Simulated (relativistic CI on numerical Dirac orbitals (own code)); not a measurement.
One change at a time: Yb23+

Base calculation: Dirac-Coulomb-Breit CI, separate exchange-only KLI orbitals for each configuration, model QED (radiative potential, 1s self-energy scaled to tabulated hydrogen-like ionisation energies), unscaled Slater integrals.

CI space (outside the closed core [Ar] 3d10): 4s²4p⁶4d¹⁰4f, 4s²4p⁶4d¹⁰5s, 4s²4p⁶4d⁹4f², 4s²4p⁶4d¹⁰5p, 4s²4p⁶4d¹⁰5d, 4s²4p⁵4d¹⁰4f², 4s²4p⁶4d⁹4f5s, 4s²4p⁶4d¹⁰5f, 4s4p⁶4d¹⁰4f², 4s²4p⁶4d¹⁰6s, 4s²4p⁶4d⁹4f5p, 4s²4p⁶4d¹⁰5g, 4s²4p⁶4d¹⁰6p, 4s²4p⁶4d¹⁰6d, 4s²4p⁶4d¹⁰6f, 4s²4p⁶4d¹⁰7s, 4s²4p⁶4d¹⁰7p, 4s²4p⁵4d¹⁰4f5s, 4s²4p⁶4d⁹4f5f, 4s4p⁶4d¹⁰5s², 4s²4p⁶4d¹⁰8s, 4s²4p⁶4d⁹4f6p. Double excitations out of closed p, d and f shells are left out; levels of such configurations are missing from the list, as are those of other unlisted configurations, and high levels can miss mixing partners.

Variants: (1) Breit term removed; (2) one mean potential for all configurations. Shifts of the energy above 4s²4p⁶4d¹⁰4f ²F°5/2, in cm⁻¹, for the lowest level and the first level of each name with at least 55 % of one term (blank where a level changes its place among those of its configuration and J or its character, or is not in the variant):

```csv
Level,Base,Δ(1),Δ(2)
4s²4p⁶4d¹⁰4f ²F°5/2,0,0,0
4s²4p⁶4d¹⁰4f ²F°7/2,19137,+1105,-80
4s²4p⁶4d¹⁰5s ²S1/2,699731,-2918,+363
4s²4p⁶4d¹⁰5p ²P°1/2,1011003,-4574,+711
4s²4p⁶4d¹⁰5p ²P°3/2,1164809,-2857,+1052
4s²4p⁶4d⁹4f² ⁴F3/2,1369208,+2265,-673
4s²4p⁶4d⁹4f² ⁴F5/2,1373463,+2231,-676
4s²4p⁶4d⁹4f² ⁴F7/2,1383960,+2834,-710
4s²4p⁶4d⁹4f² ⁴F9/2,1398530,+3740,-755
4s²4p⁶4d⁹4f² ⁴K15/2,1416634,+4157,-702
4s²4p⁶4d⁹4f² ⁴D3/2,1419750,+2614,-676
4s²4p⁶4d⁹4f² ⁴K17/2,1422531,+5207,-762
4s²4p⁶4d⁹4f² ⁴D1/2,1429404,+2838,-691
4s²4p⁶4d⁹4f² ⁴H13/2,1430319,+4100,-708
```

At this charge transitions that keep the count of f electrons are usually good to a few per cent. Terms inside the open d or f shell come out 10 to 20 % too wide with unscaled integrals. Levels that differ in their count of f electrons can be misplaced by several ten thousand cm⁻¹, since the correlation energy of f electrons is missing or only estimated; rates across such gaps can be off by orders of magnitude.

Ionisation energy from one configuration of each of the two ions, the ground ones as tabulated or assumed: base 659.26 eV. The NIST ASD value (theoretical) is 651 ± 6 eV.

LS names give the leading component of a level, which can be under half, so a name can repeat, a term be missing and a line seem to break the LS rules.
